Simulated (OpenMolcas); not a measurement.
## 3d4 along the 22-electron sequence

```yaml
Program: OpenMolcas 26.06
Method: RASSCF
Basis: ANO-R2
Scalar_Hamiltonian: X2C, finite nucleus
Spin-orbit_coupling: state interaction with AMFI integrals over the reference wave functions, term energies averaged over their components
```

Active space for each ion: 10 electrons in 8 orbitals (RAS1 3p, at most 2 holes; RAS2 3d).

Computed levels in cm-1 above 5D0:

```json
{"Level": "5D1", "Cr2+": "69.0", "Mn3+": "104", "Fe4+": "151", "Ni6+": "291", "Cu7+": "389"}
{"Level": "5D2", "Cr2+": "204", "Mn3+": "308", "Fe4+": "442", "Ni6+": "842", "Cu7+": "1117"}
{"Level": "5D3", "Cr2+": "402", "Mn3+": "602", "Fe4+": "859", "Ni6+": "1610", "Cu7+": "2117"}
{"Level": "5D4", "Cr2+": "655", "Mn3+": "976", "Fe4+": "1384", "Ni6+": "2556", "Cu7+": "3330"}
{"Level": "3P0(1)", "Cr2+": "18709", "Mn3+": "22194", "Fe4+": "25255", "Ni6+": "31179", "Cu7+": "33880"}
{"Level": "3P1(1)", "Cr2+": "19116", "Mn3+": "22812", "Fe4+": "26150", "Ni6+": "32884", "Cu7+": "36135"}
{"Level": "3P2(1)", "Cr2+": "19855", "Mn3+": "23910", "Fe4+": "27701", "Ni6+": "35680", "Cu7+": "39725"}
{"Level": "3H4", "Cr2+": "21640", "Mn3+": "25640", "Fe4+": "29148", "Ni6+": "36024", "Cu7+": "39232"}
{"Level": "3F2(1)", "Cr2+": "21787", "Mn3+": "25958", "Fe4+": "29709", "Ni6+": "37268", "Cu7+": "40914"}
{"Level": "weight of 5D in the lowest level (%)", "Cr2+": "100", "Mn3+": "100", "Fe4+": "100", "Ni6+": "99", "Cu7+": "99"}
```

Measured, with the error of the calculation in %. Measured levels: Cr2+ from Sugar and Corliss, J. Phys. Chem. Ref. Data 6, 317 (1977); Mn3+ from Corliss and Sugar, J. Phys. Chem. Ref. Data 6, 1253 (1977); Fe4+ from Corliss and Sugar, J. Phys. Chem. Ref. Data 11, 135 (1982); Ni6+ from Corliss and Sugar, J. Phys. Chem. Ref. Data 10, 197 (1981).

```tsv
Level	Cr2+	Mn3+	Fe4+	Ni6+
5D1	62.2 (+11.0)	99.0 (+5.4)	142 (+6.0)	279 (+4.3)
5D2	183 (+11.6)	287 (+7.3)	417 (+5.9)	804 (+4.7)
5D3	357 (+12.7)	552 (+8.9)	803 (+6.9)	1520 (+5.9)
5D4	576 (+13.7)	886 (+10.2)	1283 (+7.9)	2392 (+6.8)
3P0(1)	16771 (+11.6)	20654 (+7.5)	24055 (+5.0)	30077 (+3.7)
3P1(1)	17169 (+11.3)	21279 (+7.2)	24973 (+4.7)	31836 (+3.3)
3P2(1)	17851 (+11.2)	22325 (+7.1)	26468 (+4.7)	34555 (+3.3)
3H4	17274 (+25.3)	21281 (+20.5)	24932 (+16.9)	31672 (+13.7)
3F2(1)	18452 (+18.1)	22791 (+13.9)	26761 (+11.0)	34247 (+8.8)
```

The fine-structure level 5D4 changes by a factor of 5.08 from Cr2+ to Cu7+. Its fourth root runs 5.06, 5.59, 6.10, 7.11, 7.60, with steps per unit of Z of 0.53, 0.51, 0.51, 0.49; equal steps would mean a (Z - σ)^4 law with constant σ.

3P0(1) changes by a factor of 1.81 over the same range, with steps per unit of Z of +3480, +3060, +2960, +2700 cm-1.

Without dynamic correlation excited terms often stand tens of per cent too high (terms of higher spin than the ground term too low), and those without a measured partner can miss by more than the paired ones. Active for correlation alone: 3p; no level in the range computed is led by a configuration that opens it, so any true level of that kind is missing. Computed and measured levels are paired by configuration, term and J; levels that our copy of the source lacks, or whose pairing is in doubt (as where it misses far off the trend of its configuration), stay unpaired and out of the deviations. Levels of configurations outside the active space are missing.

A number in round brackets counts repeated terms of one configuration in the order of the reference energies.
